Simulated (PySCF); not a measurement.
A structure optimised at PBE-D3(BJ)/def2-SVP, used in a PySCF frequency run:

```xyz
15

C     -2.3517    -0.1776    -0.1926
C     -1.0942     0.2099    -0.4689
C     -0.0869     0.6693     0.5484
C      1.1393    -0.2570     0.6912
C      1.9959    -0.3771    -0.5708
H     -2.7405    -0.1675     0.8402
H     -3.0413    -0.5139    -0.9827
H     -0.7546     0.1839    -1.5209
H     -0.5853     0.7728     1.5355
H      0.2743     1.6864     0.2690
H      0.7898    -1.2648     1.0047
H      1.7665     0.1240     1.5259
H      2.3545     0.6173    -0.9114
H      1.4338    -0.8327    -1.4115
H      2.8887    -1.0099    -0.3929
```
Charge 0, spin multiplicity 1.

### Question
Write its SMILES and formula.

### Answer
C=CCCC, C5H10

### Question
What are its rotational constants (standard atomic weights)?

### Answer
11.392, 2.5768, 2.3560 GHz
